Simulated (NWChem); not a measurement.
# Basis-set convergence for H2O2Sn

```xyz
5

Sn    -0.3838    -0.0247     0.0000
O      0.8490     1.5739     0.0000
H      1.7714     1.2407     0.0000
O      1.2092    -1.2947     0.0000
H      0.9523    -2.2369     0.0000
```
Charge 0, spin multiplicity 1.

All runs are NWChem calculations. Structure: optimised with PBE/def2-SVP with def2 effective core potentials on Sn, a minimum by its harmonic frequencies. It is one conformer; others weren't searched.

Quantity: LUMO energy at the level PBE0.

Effective core potentials replace the inner electrons of Sn; spin-orbit coupling is left out. The structure started from a generated list of species.

```
basis       functions  LUMO energy (eV)
----------  ---------  ----------------
def2-SVP           64             -1.91
def2-SVPD          94               [?]
def2-TZVP         124             -2.11
def2-TZVPP        140             -2.11
def2-TZVPD        154               [?]
def2-QZVP         256               [?]
```

**Question.** Some entries are withheld; supply them.

**Answer.** 
- def2-SVPD, LUMO energy (eV): -2.22
- def2-TZVPD, LUMO energy (eV): -2.20
- def2-QZVP, LUMO energy (eV): -2.17
